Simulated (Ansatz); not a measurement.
A CCSD(T) single point on C3H2F6 (`FC(F)C(F)(F)C(F)F`).

```yaml
crystal:
  periodic: [false, false, false]
  atoms:
    - {symbol: F, position_ang: [-1.417002, 1.767648, 0.787223]}
    - {symbol: C, position_ang: [-0.252805, 1.159818, 0.519323]}
    - {symbol: F, position_ang: [0.382710, 0.908968, 1.685332]}
    - {symbol: C, position_ang: [-0.529652, -0.173899, -0.183836]}
    - {symbol: F, position_ang: [-1.060877, 0.093700, -1.389106]}
    - {symbol: F, position_ang: [-1.416822, -0.888278, 0.529663]}
    - {symbol: C, position_ang: [0.736442, -1.021607, -0.352035]}
    - {symbol: F, position_ang: [0.457631, -2.083905, -1.120388]}
    - {symbol: F, position_ang: [1.676759, -0.274361, -0.971561]}
    - {symbol: H, position_ang: [0.368637, 1.813286, -0.098591]}
    - {symbol: H, position_ang: [1.120378, -1.358470, 0.614477]}
basis:
  gaussian: {orbitals: def2-TZVPP}
correlation: {method: ccsd_t}
output: {orbitals: {seedname: orbitals}}
```

```sh
$ ansatz run in.yaml --threads 2 --pin off --events-out ev --progress --plain --max-ram 32768MiB --backend cuda --devices 0, --max-vram 18GiB
```

Log, shortened:

```
Functional definition: HF
2016 factors; integrals over basis functions are off by at most 8.2e-4 eV
mean field evaluation 1: about -19360.8936 eV, gradient 5.3e1 eV
mean field evaluation 2: about -19361.2366 eV, gradient 5.4e1 eV
mean field evaluation 4: about -19366.4217 eV, gradient 4.9e0 eV
mean field evaluation 8: about -19366.4994 eV, gradient 2.8e-1 eV
mean field -19366.49975639 eV, -711.7057389623 hartree, gradient 2.4e-6 eV, S^2 0.000000; 0 other end points of the search recorded, 0 dependent functions left out
9 core orbitals not correlated: weight in the atoms' cores, before any rotation towards them, 1.000 or more for the frozen orbitals, at most 0.000 for the correlated occupied ones
reference -19366.49975639 eV, -711.7057389623 hartree; 28, 28 occupied and 270, 270 virtual orbitals, 2016 factors
second order -53.36557396 eV of doubles, -0.00000000 eV of singles
cycle   1  -52.55976222 eV  change    8.1e-1 eV  update   1.4e-1
cycle   2  -53.61290940 eV  change    -1.1e0 eV  update   4.1e-2
cycle   3  -53.85241663 eV  change   -2.4e-1 eV  update   1.9e-2
cycle   4  -53.82160897 eV  change    3.1e-2 eV  update   3.9e-3
cycle   5  -53.81748164 eV  change    4.1e-3 eV  update   1.8e-3
cycle   6  -53.82002722 eV  change   -2.5e-3 eV  update   5.8e-4
cycle   7  -53.81992627 eV  change    1.0e-4 eV  update   2.2e-4
cycle   8  -53.81967617 eV  change    2.5e-4 eV  update   6.0e-5
cycle   9  -53.81968191 eV  change   -5.7e-6 eV  update   2.0e-5
perturbative correction -1.75323949 eV, -0.0644303627 hartree
Total energy: -19422.07267778 eV, -713.7480061549 hartree
```

It took 61 s on 2 threads of an AMD EPYC 7R13 on a shared host and a share of an NVIDIA H100 80 GB, with 1.4 GiB of host memory at the peak.

The correlation energy is -55.573 eV, 3.2 % of it from (T); the T1 diagnostic reads 0.0121.
